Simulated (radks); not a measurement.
The numbers below are computed, except where a source is named.
Removal energies from the lead ion Pb2+, [Hg], by Delta-SCF beside the eigenvalue of the level emptied. Level of theory: scalar-relativistic Kohn-Sham, r2SCAN, spin-polarised, spherical densities, finite nucleus; meta-GGA in the generalised Kohn-Sham scheme; Fermi nuclear charge, rms radius of each element as measured or else 0.836 A^(1/3) + 0.57 fm (a radial shooting solver on a logarithmic mesh with Libxc functionals). Open shells are filled with parallel spins first.

removed from,final configuration,Delta-SCF (eV),-eigenvalue (eV)
6s,[Xe] 4f14 5d10 6s1,31.917,27.648
5d,[Xe] 4f14 5d9 6s2,45.645,38.520
5p,[Kr] 4d10 4f14 5s2 5p5 5d10 6s2,113.10,104.86
4f,[Xe] 4f13 5d10 6s2,165.85,151.24
